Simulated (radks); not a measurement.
Values are calculated unless marked as measured or tabulated.
How relativity changes the ionisation of the platinum ion Pt+ ([Xe] 4f14 5d9) to Pt2+ ([Xe] 4f14 5d8). Spin-unpolarised spherical Kohn-Sham, PBE, point nucleus unless stated (finite: rms radius 5.427 fm), a radial shooting solver on a logarithmic mesh with Libxc functionals. A level marked "c x" has the speed of light scaled by that factor and shares open shells by 2j + 1; other Dirac levels either fill j = l - 1/2 first or share by 2j + 1.

level                               E(Pt+) (hartree)  E(Pt2+) (hartree)  IE (eV)   HOMO  <r> HOMO (bohr)
non-rel.                                 -17334.5296        -17333.7732   20.583     5d            1.616
scalar-rel.                              -18413.1780        -18412.4442   19.966     5d            1.646
scalar-rel., finite nucleus              -18409.3420        -18408.6082   19.967     5d            1.646
Dirac, 2j+1 shares                       -18446.4199        -18445.6856   19.982  5d5/2            1.677
Dirac, low j first                       -18446.4400        -18445.7297   19.328  5d5/2            1.679
Dirac, 2j+1 shares, finite nucleus       -18442.5416        -18441.8073   19.982  5d5/2            1.677
Dirac, c x 0.85                          -19006.9599        -19006.2323   19.799  5d5/2            1.703
Dirac, c x 1.25                          -17999.2400        -17998.4985   20.178  5d5/2            1.654
Dirac, c x 100                           -17334.6232        -17333.8668   20.583  5d5/2            1.616

NIST Atomic Spectra Database: 18.6 eV (measured). The relativistic part of the total energy of Pt+ is -1108 hartree (Dirac, 2j+1 shares, finite nucleus), 6.4 % of the non-relativistic value. Spin polarisation and multiplet splitting of open shells are left out at every level.

Beside tabulated values, note that relativity, absent from the non-relativistic runs, is large for the heavy elements, and spin-unpolarised runs miss the spin-polarisation part of the exchange energy of open shells.
